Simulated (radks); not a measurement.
Question: The mean radii <r> (bohr) of the occupied orbitals of an atom or ion are listed with their occupations. Calculated with a radial shooting solver on a logarithmic mesh with Libxc functionals: scalar-relativistic Kohn-Sham, BLYP, spin-polarised, spherical densities, finite nucleus; Fermi nuclear charge, rms radius of each element as measured or else 0.836 A^(1/3) + 0.57 fm.

| orbital | occ. | <r> |
|---|---|---|
| 1s | 2 | 0.02723 |
| 2s | 2 | 0.1160 |
| 2p | 6 | 0.1014 |
| 3s | 2 | 0.2873 |
| 3p | 6 | 0.2797 |

Name the element and its charge. Open shells, if any, are filled with parallel spins first.

Answer: Z = 53, iodine, charge +35: I35+ in [Ar]. The 1s radius gives Z: for a bare nucleus <r> = (2 gamma + 1)/(2Z) with gamma = sqrt(1 - (Z/c)^2), 0.02683 bohr for Z = 53, and screening makes it slightly larger (0.02723 here). The occupations add up to 18, and the charge is Z minus that.
